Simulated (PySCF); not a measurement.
## Fractional electron number in Mo⁺ (molybdenum, charge +1)

The 4d alpha orbital of [Kr] 4d5 is emptied in steps (occupation f), with all orbitals relaxed, ending at [Kr] 4d4. Calculation: PySCF 2.14, in aug-cc-pVDZ-PP with ECP28MDF (5s5p4d2f, 54 functions); scalar relativity through the core potential. The exact energy is a straight line in f; departures are measured from the line between the end points of the same method.

| f | BHandHLYP (eV) | wB97X (eV) | B3LYP (eV) |
| --- | --- | --- | --- |
| 1 | 0.000 | 0.000 | 0.000 |
| 0.8 | -0.325 | -0.172 | -0.623 |
| 0.6 | -0.491 | -0.260 | -0.941 |
| 0.4 | -0.495 | -0.261 | -0.947 |
| 0.2 | -0.332 | -0.174 | -0.636 |
| 0 | 0.000 | 0.000 | 0.000 |

**Question.** For B3LYP, how does the orbital energy at f = 1 compare with the removal energy?

**Answer.** −ε = 12.358 eV against a total-energy difference of 16.217 eV. By Janak's theorem ε = ∂E/∂f, so the gap between them reflects the curvature. Along the path −ε is 13.857 (f = 0.8), 15.399 (f = 0.6), 16.976 (f = 0.4), 18.582 (f = 0.2) eV.

| method | E(f=0) − E(f=1) (eV) | −ε at f=1 (eV) | −ε at f=0.4 (eV) |
| --- | --- | --- | --- |
| BHandHLYP | 15.869 | 13.860 | 16.263 |
| wB97X | 15.846 | 14.789 | 16.061 |
| B3LYP | 16.217 | 12.358 | 16.976 |

Reference removal energy between the ground levels: 16.16 ± 0.12 eV (semi-empirical (NIST evaluation); NIST Atomic Spectra Database, ionization energies). The calculation has no spin-orbit coupling. The determinant left behind need not be the lowest term of the ion.
